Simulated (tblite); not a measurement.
C₃H₇N₃SSi.
Bonds: C1–S2, S2–C3, C3–C4 (aromatic), C4–N5 (aromatic), N5–N6 (aromatic), N6–N7 (aromatic), N7–Si8, C3–N7 (aromatic). Hydrogens: H9, H10, H11 on C1; H12 on C4; H13, H14, H15 on Si8.

Computed with GFN2-xTB (tblite), gas phase: L-BFGS steps from a force-field or distance-geometry start until the largest atomic force falls under 0.01 eV/Å.

Step 151: E = -645.8158 eV
```
atom  x, y, z in Å  |  force x, y, z in eV/Å
C1      2.5421   -0.5303    0.7518    0.038   0.003  -0.031
S2      0.8350   -1.1432    0.6293    0.010   0.014   0.013
C3      0.0533    0.2767    0.0050   -0.026   0.000   0.013
C4      0.4869    1.5663   -0.2330   -0.022   0.010  -0.007
N5     -0.5587    2.2523   -0.7323    0.021   0.010   0.038
N6     -1.5767    1.4955   -0.8083    0.037  -0.006   0.014
N7     -1.2541    0.2644   -0.3647    0.006   0.007  -0.022
Si8    -2.4582   -1.0228   -0.3811    0.019   0.004   0.009
H9      3.1385   -1.3639    1.1099   -0.009   0.010   0.002
H10     2.8818   -0.2248   -0.2341    0.005   0.006   0.027
H11     2.5951    0.2968    1.4545   -0.036  -0.034  -0.011
H12     1.4395    2.0246   -0.0690   -0.017  -0.009  -0.041
H13    -2.2542   -1.7663    0.8594   -0.012  -0.003   0.002
H14    -3.7021   -0.2774   -0.4509   -0.021   0.002  -0.008
H15    -2.1724   -1.8399   -1.5585    0.007  -0.015   0.002
```

Step 152: E = -645.8164 eV
```
atom  x, y, z in Å  |  force x, y, z in eV/Å
C1      2.5421   -0.5328    0.7499    0.022  -0.022   0.015
S2      0.8354   -1.1453    0.6103    0.031   0.000   0.016
C3      0.0541    0.2795   -0.0016   -0.026  -0.017   0.023
C4      0.4870    1.5697   -0.2370   -0.022  -0.001  -0.006
N5     -0.5618    2.2572   -0.7272    0.005   0.013   0.046
N6     -1.5810    1.5012   -0.7984    0.037   0.000   0.004
N7     -1.2561    0.2681   -0.3614    0.013   0.025  -0.032
Si8    -2.4567   -1.0231   -0.3788    0.036   0.014   0.008
H9      3.1330   -1.3662    1.1202   -0.022   0.034  -0.011
H10     2.8951   -0.2318   -0.2322    0.006   0.018   0.019
H11     2.5827    0.2956    1.4524   -0.019  -0.038  -0.031
H12     1.4412    2.0264   -0.0757   -0.028  -0.012  -0.048
H13    -2.2560   -1.7650    0.8623   -0.009  -0.006   0.019
H14    -3.7019   -0.2819   -0.4542   -0.031   0.010  -0.011
H15    -2.1616   -1.8434   -1.5508    0.006  -0.017  -0.010
```

Step 153: E = -645.8169 eV
```
atom  x, y, z in Å  |  force x, y, z in eV/Å
C1      2.5443   -0.5355    0.7500    0.006  -0.037   0.000
S2      0.8383   -1.1476    0.5888    0.047  -0.019   0.019
C3      0.0550    0.2812   -0.0098   -0.017  -0.008   0.018
C4      0.4863    1.5725   -0.2422   -0.039  -0.002  -0.004
N5     -0.5668    2.2623   -0.7210    0.024   0.014   0.051
N6     -1.5860    1.5066   -0.7886    0.029  -0.013   0.002
N7     -1.2576    0.2711   -0.3603   -0.005   0.015  -0.034
Si8    -2.4562   -1.0229   -0.3766    0.041   0.022   0.007
H9      3.1292   -1.3682    1.1319   -0.028   0.036  -0.026
H10     2.9123   -0.2357   -0.2277   -0.005   0.013   0.043
H11     2.5722    0.2919    1.4530   -0.008  -0.009  -0.024
H12     1.4411    2.0288   -0.0848   -0.020  -0.010  -0.049
H13    -2.2584   -1.7651    0.8649   -0.008   0.002   0.022
H14    -3.7022   -0.2825   -0.4560   -0.022   0.005  -0.013
H15    -2.1560   -1.8488   -1.5436    0.004  -0.009  -0.013
```

Step 154: E = -645.8175 eV
```
atom  x, y, z in Å  |  force x, y, z in eV/Å
C1      2.5443   -0.5373    0.7490   -0.022  -0.039   0.030
S2      0.8411   -1.1532    0.5653    0.049  -0.016   0.014
C3      0.0550    0.2816   -0.0162    0.012  -0.018   0.007
C4      0.4859    1.5737   -0.2456   -0.009  -0.006   0.008
N5     -0.5687    2.2669   -0.7135   -0.003   0.008   0.038
N6     -1.5888    1.5120   -0.7795    0.005  -0.001  -0.002
N7     -1.2592    0.2741   -0.3597    0.008   0.012  -0.022
Si8    -2.4539   -1.0228   -0.3734    0.021   0.021  -0.003
H9      3.1262   -1.3682    1.1398   -0.033   0.039  -0.026
H10     2.9260   -0.2369   -0.2226   -0.006   0.025   0.035
H11     2.5547    0.2892    1.4541    0.014  -0.013  -0.041
H12     1.4422    2.0291   -0.0952   -0.016  -0.015  -0.039
H13    -2.2614   -1.7638    0.8694   -0.003   0.008   0.028
H14    -3.6995   -0.2818   -0.4588   -0.020  -0.002  -0.014
H15    -2.1483   -1.8545   -1.5351    0.003  -0.004  -0.014
```

Q: Estimate the geometry and energy of step 155. (The exact step hangs on the optimiser's Hessian estimate; all steps are aligned on step 154, rigid shifts and turns removed.)

A: E = -645.8181 eV, largest force 0.050 eV/Å
```
atom  x, y, z in Å  |  force x, y, z in eV/Å
C1      2.5440   -0.5401    0.7491   -0.030  -0.020  -0.001
S2      0.8437   -1.1572    0.5480    0.029  -0.015   0.009
C3      0.0549    0.2816   -0.0218    0.025  -0.006  -0.014
C4      0.4847    1.5747   -0.2478   -0.001   0.000   0.014
N5     -0.5721    2.2715   -0.7050    0.003  -0.002   0.022
N6     -1.5922    1.5170   -0.7714   -0.008  -0.008   0.007
N7     -1.2606    0.2767   -0.3607    0.011  -0.004  -0.003
Si8    -2.4517   -1.0230   -0.3712    0.000   0.019  -0.005
H9      3.1227   -1.3688    1.1473   -0.023   0.019  -0.022
H10     2.9364   -0.2390   -0.2185   -0.011   0.020   0.045
H11     2.5444    0.2865    1.4531    0.020   0.007  -0.024
H12     1.4421    2.0299   -0.1056   -0.002  -0.015  -0.022
H13    -2.2624   -1.7612    0.8748   -0.004   0.020   0.014
H14    -3.6975   -0.2815   -0.4631   -0.007  -0.016  -0.012
H15    -2.1406   -1.8589   -1.5292   -0.001   0.001  -0.007
```

The energy changes by -0.0006 eV. The first-order estimate −F·Δx gives -0.0008 eV and the mean of the old and new forces, exact on a quadratic surface, -0.0006 eV. The step makes an angle of 80° with the force vector and moves no atom by more than 0.018 Å.

The cost below is that of the whole relaxation. Hardware: one thread of an Intel Xeon Platinum 8488C, shared host with 192 logical CPUs at a one-minute load of 58. Cost: 1.4 s of wall time.
